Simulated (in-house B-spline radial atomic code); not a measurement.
Ionisation energies along the 19-electron series, configuration [Ar] 3d1, as differences of self-consistent energies. Dirac energy differences include first-order Breit, QED and recoil terms. NIST's values go from ground level to ground level; the uncertainty of those that are theory runs from under 0.1 % in few-electron ions to several per cent in heavy many-electron ones. Computed with an all-electron radial atomic-structure program (B-spline basis): Dirac-Hartree-Fock, average of the configuration, finite nuclei.

```csv
ion,configuration after,ionisation energy (eV),IE/(q+1)² (eV),Breit and QED recoil part (eV),tabulated value (eV),tabulated kind,computed minus tabulated (eV)
Se15+,[Ne] 3s2 3p6,516.2,2.0164,-0.033613,517,tabulated theory,-0.8
Br16+,[Ne] 3s2 3p6,575.8,1.9925,-0.046414,577,tabulated theory,-1.2
Kr17+,[Ne] 3s2 3p6,638.5,1.9707,-0.060969,640,tabulated theory,-1.5
Rb18+,[Ne] 3s2 3p6,704.3,1.9509,-0.07742,706,tabulated theory,-1.7
Sr19+,[Ne] 3s2 3p6,773.1,1.9327,-0.095829,774,tabulated theory,-0.9
Zr21+,[Ne] 3s2 3p6,919.8,1.9005,-0.13897,922,tabulated theory,-2.2
Nb22+,[Ne] 3s2 3p6,997.8,1.8862,-0.16386,1000,tabulated theory,-2.2
Mo23+,[Ne] 3s2 3p6,1078.8,1.873,-0.19108,1082,tabulated theory,-3.2
Tc24+,[Ne] 3s2 3p6,1162.9,1.8607,-0.22081,1166,tabulated theory,-3.1
Ru25+,[Ne] 3s2 3p6,1250.0,1.8492,-0.25302,1253,tabulated theory,-3.0
Rh26+,[Ne] 3s2 3p6,1340.2,1.8384,-0.28792,1344,tabulated theory,-3.8
Pd27+,[Ne] 3s2 3p6,1433.5,1.8284,-0.32554,1438,tabulated theory,-4.5
Ag28+,[Ne] 3s2 3p6,1529.8,1.819,-0.36601,1535,tabulated theory,-5.2
```

Where a p, d or f electron is removed, the computed value is a mean over both j, so it misses the tabulated one by a part of the spin-orbit splitting; averaging over terms and missing correlation add to the gap, relatively most at low charge.
